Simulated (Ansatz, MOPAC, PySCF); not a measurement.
Pair of molecules: H2S (SMILES S) (first 3 atoms) with CH3Cl (SMILES CCl); geometry from B3LYP-D3(BJ)/def2-TZVP.
(charge 0, multiplicity 1):
```xyz
8

S     -1.993    -0.387    -0.438
H     -1.264     0.644    -0.893
H     -0.909    -1.013     0.055
C     -0.393    -0.154     3.090
Cl     0.768    -1.186     2.183
H     -0.788    -0.738     3.916
H      0.144     0.715     3.455
H     -1.186     0.136     2.406
```

Counterpoise-corrected where a basis set is named; no monomer relaxation.

Rows in 6-31G* carry no dispersion term and start afresh at each structure (6-31G* with six Cartesian d functions). The state that PM7 reach isn't checked; PM7 holds dispersion and hydrogen-bond terms.

Run with Ansatz (an electronic-structure program); MOPAC for PM7 (differences of heats of formation); PySCF for 6-31G* rows, the dispersion terms. 

### Question
One of these levels gives 0.04 kcal/mol for the interaction energy. Which?
A. HF/6-31G*
B. PM7
C. r2SCAN-D3(BJ)/def2-TZVPPD
D. BLYP/def2-TZVPPD

### Answer
A, HF/6-31G*. The others give -1.54 (PM7), -0.33 (BLYP/def2-TZVPPD), -2.48 (r2SCAN-D3(BJ)/def2-TZVPPD)
